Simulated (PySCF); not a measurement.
C4H5NO, SMILES C=C1C=NCO1. Atoms are numbered in the order given.

```xyz
11

C      0.0550    -2.1109     0.0000
C      0.0144    -0.7747     0.0000
C     -1.1604     0.1268     0.0000
N     -0.8290     1.3558     0.0000
C      0.6148     1.3948     0.0000
O      1.0959     0.0490     0.0000
H     -0.8786    -2.6758     0.0000
H      1.0051    -2.6482     0.0000
H     -2.2016    -0.2135     0.0000
H      0.9843     1.9196    -0.8980
H      0.9843     1.9196     0.8980
```
Charge 0, spin multiplicity 1.

The structure is a stationary point at ωB97X-D3(BJ)/def2-SVP. Other conformers were not sampled.

Level of theory: PBE/def2-TZVP (PySCF).

ESP charges are fitted to the potential on shells at 1.4 to 2.0 van der Waals radii. Atomic charges (e):

| atom | IAO | ESP fit | Mulliken |
|---|---|---|---|
| C1 | -0.40 | -0.90 | -0.35 |
| C2 | 0.16 | 0.52 | 0.20 |
| C3 | -0.01 | 0.20 | -0.14 |
| N4 | -0.27 | -0.52 | -0.14 |
| C5 | 0.02 | 0.27 | 0.03 |
| O6 | -0.32 | -0.38 | -0.21 |
| H7 | 0.16 | 0.25 | 0.13 |
| H8 | 0.17 | 0.31 | 0.13 |
| H9 | 0.17 | 0.08 | 0.13 |
| H10 | 0.16 | 0.08 | 0.12 |
| H11 | 0.16 | 0.08 | 0.12 |

Computed Mayer and Wiberg (Löwdin basis) orders of the bonds:
```json
[
 {"bond": "C1–C2", "Mayer": "1.70", "Wiberg": "1.99"},
 {"bond": "C2–C3", "Mayer": "1.07", "Wiberg": "1.20"},
 {"bond": "C3–N4", "Mayer": "1.92", "Wiberg": "2.19"},
 {"bond": "N4–C5", "Mayer": "1.10", "Wiberg": "1.37"},
 {"bond": "C2–O6", "Mayer": "1.14", "Wiberg": "1.56"},
 {"bond": "C5–O6", "Mayer": "0.98", "Wiberg": "1.39"},
 {"bond": "C1–H7", "Mayer": "0.96", "Wiberg": "0.88"},
 {"bond": "C1–H8", "Mayer": "0.95", "Wiberg": "0.89"},
 {"bond": "C3–H9", "Mayer": "0.94", "Wiberg": "0.86"},
 {"bond": "C5–H10", "Mayer": "0.93", "Wiberg": "0.88"},
 {"bond": "C5–H11", "Mayer": "0.93", "Wiberg": "0.88"}
]
```
